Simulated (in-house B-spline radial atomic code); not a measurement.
S²⁺ is squeezed into an impenetrable sphere of radius R (the orbitals vanish at R). No spin polarisation. Method: non-relativistic Hartree-Fock, average of configuration, point nucleus. Calculated with an all-electron radial atomic-structure program (B-spline basis).

Energies in eV above the free ion in [Ne] 3s2 3p2:

```csv
R (bohr),highest level (eV),[Ne] 3s2 3p2,[Ne] 3s2 3p1 3d1,[He] 2s2 2p5 3s2 3p2 3d1,-dE/dV in [Ne] 3s2 3p2 (GPa)
7.02,-33.7,0.0007155,15.98,181.4,0.00326
6.55,-33.7,0.002417,16.01,181.4,0.0125
5.34,-33.7,0.05069,16.34,181.6,0.375
4.09,-33,0.9877,18.36,183.1,11.7
3.54,-31.7,3.431,21.81,186.1,52.6
3.28,-30.4,6.111,25.11,189.2,108
2.76,-25,19.13,39.51,203.8,473
2.18,-7.97,68.83,89.56,259.1,2800
1.9,11,130.8,149.1,328.1,7310
1.22,174,762.7,731.7,1022,131000
```

Question: Does [Ne] 3s2 3p1 3d1 fall below [Ne] 3s2 3p2 under compression?

Answer: Yes, between R = 1.9 and 1.22 bohr the order changes (near 1.65 bohr by linear interpolation).

Question: Does [He] 2s2 2p5 3s2 3p2 3d1 fall below [Ne] 3s2 3p2 under compression?

Answer: No, it stays above over the whole range.

The highest level is first positive in the row R = 1.9 bohr, pushed up by confinement above the zero of the free ion's potential. Each configuration is held fixed and needn't be the lowest in the sphere.
